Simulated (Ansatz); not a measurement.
A structure relaxed at r2SCAN-D4/def2-SVP in Ansatz, charge 0, singlet:

Cartesian coordinates in Å:
```
Ga -0.5242 4.0689 2.3732
Ga 1.8321 2.5715 -3.7256
Ga 2.9014 -1.8800 -2.0633
Ga -0.3340 0.2995 4.1221
Ga 1.4922 -2.9367 1.8010
Ga 0.8888 0.7077 0.2656
Ga -2.4416 2.2123 -1.2690
Ga -0.9490 -0.9854 -2.8627
Ga -2.3346 -1.5837 0.7063
Ga -0.3547 -4.6796 -1.2879
As 1.8581 2.4466 -1.2091
As 0.5788 1.8207 2.4440
As -2.4554 3.4710 0.9039
As 2.3889 -1.2099 0.3114
As 0.2163 0.7419 -4.2602
As 0.6561 -2.7971 -2.5742
As 1.1061 -1.7118 3.9586
As -2.3693 -0.5823 3.0183
As -0.7142 -3.4259 0.8718
As -1.2672 0.1141 -0.6738
H -1.0505 4.4036 3.8066
H 0.3988 5.0059 1.5252
H 1.1416 3.9301 -4.0634
H 3.2511 2.1166 -4.1848
H 4.0083 -2.9807 -2.0424
H 3.0561 -0.5057 -2.8158
H -0.5489 0.8153 5.5778
H 2.4116 -4.1634 2.0931
H -1.4173 2.9978 -2.1712
H -3.9263 1.9487 -1.6769
H -2.3193 -1.3226 -3.5397
H -3.7899 -2.0177 0.3461
H 0.7378 -5.7564 -0.9774
H -1.7672 -4.9927 -1.8833
H 3.2784 2.6195 -0.7186
H 1.3047 3.7370 -0.6503
H 1.9845 2.0591 2.9564
H -3.1871 4.7745 0.6722
H -3.5101 2.8435 1.7889
H 3.6441 -0.7011 0.9901
H 0.8473 -0.0438 -5.3869
H -0.8771 1.3902 -5.0776
H 0.7832 -3.3391 -3.9831
H 2.4342 -1.3296 4.5712
H 0.6752 -2.6881 5.0307
H -3.0007 -1.5504 3.9928
H -3.4210 0.4986 3.1167
H -1.3163 -4.4105 1.8532
```

Task: Give its formula.

Result: Ga10As10H28, a nanocrystal cut from zinc blende GaAs (hydrogen-capped).

Task: Summarise the bond lengths by kind (pairs closer than 1.2 times the sum of covalent radii, bridged metal pairs left out).

Result: 26 × As–Ga 2.43 to 2.52 Å; 14 × As–H 1.51 Å; 14 × Ga–H 1.56 to 1.57 Å.

Single mean-field runs in def2-SVP are fitted with def2-universal-jkfit.
